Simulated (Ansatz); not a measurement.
`O[Si]Br` + `O[SiH3]` → `O[Si]O[SiH3]` + HBr  (ligand exchange at the Si–Br bond)

Program: Ansatz. Geometries: PBE0-D4/def2-TZVP. ΔE: electronic, gas phase. CCSD(T)/CBS adds triple-zeta CCSD(T) − MP2 to the extrapolated MP2 energy (def2 sets, frozen cores). This one scheme is used for every species. Functionals use def2-TZVPP. HSE06 is defined as in plane-wave codes. For Br outer-core shells are correlated without core-valence functions, which leaves a few kJ/mol of doubt a bond. Scalar relativity is left out up to krypton. One conformer a species, not always the lowest.

`O[Si]Br`:

Cartesian coordinates in Å:
```
O -0.949 0.576 -0.092
Si 0.015 -0.286 -1.093
Br 1.662 -0.963 0.346
H -0.728 0.672 0.840
```

`O[SiH3]`:

Z-matrix (Å, degrees):
```
Si
O 1 1.648
H 1 1.489 2 111.7
H 1 1.489 2 111.7 3 120.9
H 1 1.481 2 105.9 3 -119.6
H 2 0.957 1 117.9 3 -60.5
```

`O[Si]O[SiH3]`:

Z-matrix (Å, degrees):
```
Si
O 1 1.646
H 1 1.484 2 108.8
H 1 1.484 2 108.8 3 119.4
H 1 1.486 2 110.6 3 -120.3
Si 2 1.656 1 142.0 3 119.9
O 6 1.643 2 101.2 1 -179.6
H 7 0.963 6 118.3 2 0.0
```

HBr:

Z-matrix (Å, degrees):
```
Br
H 1 1.420
```

| level | ΔE (kJ/mol) | difference from CCSD(T)/CBS |
| --- | --- | --- |
| PBE-D4 | -6.4 | 12.2 |
| revPBE-D4 | -6.4 | 12.2 |
| BLYP-D4 | -16.6 | 2.0 |
| PBE0-D4 | -9.6 | 9.0 |
| HSE06-D4 | -9.0 | 9.6 |
| ωB97M-V | -17.5 | 1.1 |
| revPBE | -1.9 | 16.7 |
| PBE0 | -7.9 | 10.7 |
| HSE06 | -7.3 | 11.3 |
| LC-ωPBE | -19.3 | -0.7 |
| CCSD(T)/def2-SVP | -27.1 | -8.5 |
| HF/def2-TZVPP | -24.2 | -5.6 |
| MP2/def2-TZVPP | -20.7 | -2.1 |
| SCS-MP2/def2-TZVPP | -24.3 | -5.7 |
| MP2/CBS(def2) | -15.0 | 3.6 |
| CCSD/CBS(def2) | -20.0 | -1.4 |
| CCSD(T)/CBS | -18.6 | 0 |

Largest T1 diagnostic among the species: 0.014.

Leaving LDA and LC-ωPBE aside and taking each functional with its dispersion term where it has one, the values, not all of them listed here, spread over 19.6 kJ/mol, from CAM-B3LYP-D4 to PBE-D4. LDA lies −8.1 kJ/mol from PBE without D4. From PBE to PBE0 (25 % exact exchange), in def2-TZVPP and without D4, ΔE moves by −3.3 kJ/mol. At CCSD(T), def2-SVP lies −8.5 kJ/mol from the extrapolated value and def2-TZVPP −5.7 kJ/mol.
